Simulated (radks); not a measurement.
Calculated with a radial shooting solver on a logarithmic mesh with Libxc functionals: non-relativistic Kohn-Sham, exchange-only LDA, spin-polarised, spherical densities, point nucleus; open shells are filled with parallel spins first (spin-orbit coupling, left out, can overturn this in heavy ions). Response by self-consistent Sternheimer equations with the Hartree and adiabatic exchange-only LDA kernel. For heavy and open-shell atoms this level of theory can miss by tens of per cent. Rank N, Pd+, Li, Mg+, Li+, Al, As3+ (NIST ground configurations) by static dipole polarisability, largest first.

Answer. Li 152.4, Al 80.84, Mg+ 31.89, Pd+ 12.39, N 8.908, As3+ 6.995, Li+ 0.2197 bohr^3.
